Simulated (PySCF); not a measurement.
ammonium (H4N), SMILES [NH4+], charge +1. Atoms are numbered in the order given.

```xyz
5

N      0.0000     0.0000     0.0000
H      0.5918    -0.5918     0.5918
H     -0.5918    -0.5918    -0.5918
H     -0.5918     0.5918     0.5918
H      0.5918     0.5918    -0.5918
```
Charge +1, spin multiplicity 1.

Geometry: B3LYP-D3(BJ)/def2-TZVPD.

Calculation: PySCF with PBE/pcJ-1.

Isotropic couplings with Fermi-contact, spin-dipole and both spin-orbit terms, one fixed conformer, no vibrational averaging. Isotopes: 14N, 1H.

| pair | bonds apart | J (Hz) |
|---|---|---|
| N1–H2 | 1 | ___ |
| N1–H3 | 1 | ___ |
| N1–H4 | 1 | ___ |
| N1–H5 | 1 | ___ |
| H2–H3 | 2 | -11.0 |
| H2–H4 | 2 | -11.0 |
| H2–H5 | 2 | -11.0 |
| H3–H4 | 2 | -11.0 |
| H3–H5 | 2 | -11.0 |
| H4–H5 | 2 | -11.0 |

Fill in the missing entries. (Estimate from the structure and the level; the computed values follow.)


- N1–H2, J (Hz): 52.8
- N1–H3, J (Hz): 52.8
- N1–H4, J (Hz): 52.8
- N1–H5, J (Hz): 52.8
